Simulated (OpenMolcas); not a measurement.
# Sn⁺: from RASSCF to RASPT2

```json
{"Program": "OpenMolcas", "Basis": "ANO-RCC-VTZP [7s6p4d2f1g]", "Scalar Hamiltonian": "DKH2, point nucleus", "Active space": "3 electrons in 9 orbitals (RAS2 5s 5p; RAS3 5d, at most 2 electrons)", "State averaging": "2S+1 = 4 odd, 1 root; 2S+1 = 2 odd, 8 roots; 2S+1 = 4 even, 3 roots; 2S+1 = 2 even, 9 roots", "Spin-orbit coupling": "state interaction with AMFI integrals over the reference wave functions, term energies averaged over their components"}
```

Methods on the same reference wave functions:
A. RASSCF
B. SS-RASPT2, IPEA 0.25 Eh, imaginary shift 0.1 Eh (closed shells correlated: 4d)
C. XMS-RASPT2, IPEA 0.25 Eh, imaginary shift 0.1 Eh (closed shells correlated: 4d)

Energies in cm-1 above 5s2 5p 2P* 1/2, the measured ground level; measured values from NIST Handbook of Basic Atomic Spectroscopic Data.

| Level | A | B | C | Measured |
| --- | --- | --- | --- | --- |
| 5s2 5p 2P* 1/2 | 0.0 | 0.0 | 0.0 | 0.0 |
| 5s2 5p 2P* 3/2 | 3752 | 3750 | 3750 | 4251 |
| 5s 5p2 4P 1/2 | 40259 | 46070 | 46720 | 46464 |
| 5s 5p2 4P 3/2 | 41754 | 47600 | 48250 | 48368 |
| 5s 5p2 4P 5/2 | 43799 | 49620 | 50270 | 50730 |
| 5s 5p2 2D 3/2 | 58190 | 61400 | 62040 | 58844 |
| 5s 5p2 2D 5/2 | 58578 | 61850 | 62490 | 59463 |

Deviations, from unrounded energies. A percentage is the sum of absolute deviations over the sum of measured energies, with the sign that they share, or ± where signs differ.

| Against measurement | Levels | A | B | C |
| --- | --- | --- | --- | --- |
| mean absolute deviation (cm-1) | 6 | 3600 | 1300 | 1300 |
| fine structure of the ground term (%) | 1 | -11.7 | -11.7 | -11.7 |
| other configurations (%) | 5 | -8.1 | ±2.7 | ±2.7 |

B, C lie about equally close to measurement and A furthest from it. The largest miss of C in the table is 5s 5p2 2D 3/2, by +3200 cm-1. The ranking rests on the paired levels alone, and a cruder setting can come out closer through cancelling errors.

Between B and C the level of the table that moves most is 5s 5p2 4P 1/2, by 650 cm-1 (lowest in B, highest in C). Moves below CASPT2's spread within the term are not significant.

The mean deviations of B to C differ by less than CASPT2's widest spread within a term (65 cm-1), so their order carries little weight.

The lowest spin-free term lies below A's lowest term by 0.424 hartree in B, 0.428 hartree in C.

Term energies are means over components that CASPT2 splits; among the terms shown or strongly mixed into the levels shown the widest spread is 65 cm-1 (5s 5p2 2D, C). Active for correlation alone: 5d; no level in the range computed is led by a configuration that fills it, so any true level of that kind is missing. Some terms mix strongly with configurations of 5d, whose occupation reaches 0.19 (5s 5p2 2D). Measured partners are found by configuration, term and J. A level has none where our copy of the source lacks it or the pairing is in doubt (some pairs that miss far off the trend of their configuration count as doubtful), and it then counts in no deviation. Only configurations of the active space appear. Levels that lie high or do not pair safely by name in every column are left out.

* marks odd parity.
